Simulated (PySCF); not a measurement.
The vertical singlet excitations below were computed for one of the candidates. Level of theory: PySCF 2.14.0, density-fitted response routines, TDDFT CAM-B3LYP/def2-SVPD, vertical, gas phase, core orbitals frozen in the response. Geometries: PBE0-D3(BJ)/def2-SVP, one conformer each.

| state | ν̃ (cm⁻¹) | f | main configurations (H = HOMO, L = LUMO) |
| --- | --- | --- | --- |
| S1 | 45630 | 0.695 | H→L (98%) |
| S2 | 52620 | 0.0034 | H→L+1 (86%) |
| S3 | 56890 | 0.013 | H→L+2 (74%), H→L+3 (8%) |
| S4 | 58330 | 0.035 | H→L+3 (50%), H→L+2 (13%), H-4→L (9%) |
| S5 | 58370 | 0.0049 | H-1→L (50%), H→L+4 (12%), H→L+7 (10%) |
| S6 | 58660 | 0.0016 | H-4→L (32%), H-3→L (16%), H→L+3 (15%) |

Question: Which candidate is it? All have the formula C7H9N.
A. `C=C/C(C)=C/CC#N`
B. `Cc1ccccc1N`
C. `CC1=CC=C(N)C=C1`

Answer: A. Its S1, at 5.66 eV, is the highest among the candidates; the nearest of the others has S1 at 4.94 eV. S1 is HOMO→LUMO (98%). Löwdin shares by element: HOMO carbon 82% or more (atoms not listed hold the other 18%); LUMO carbon 73% or more (atoms not listed hold the other 27%). At the same level the other candidates give, for their lowest levels:
- `Cc1ccccc1N`: 4.94 eV (f 0.048); 5.55 eV (f 0.022); 5.68 eV (f 0.088); 6.30 eV (f 0.001); 6.39 eV (f 0.003); T1 3.86 eV; HOMO -7.05, LUMO 1.08 eV
- `Cc1ccc(N)cc1`: 4.74 eV (f 0.038); 5.45 eV (f 0.077); 5.63 eV (f 0.122); 6.16 eV (f 0.002); 6.32 eV (f 0.001); T1 3.80 eV; HOMO -6.91, LUMO 0.95 eV

Conformer computed: `[CH2:1]=[CH:2]/[C:3]([CH3:4])=[CH:5]/[CH2:6][C:7]#[N:8]`: C1–C2–C3–C4 0°, C3–C5–C6–C7 -70°.
Triplets come from the Tamm–Dancoff approximation.
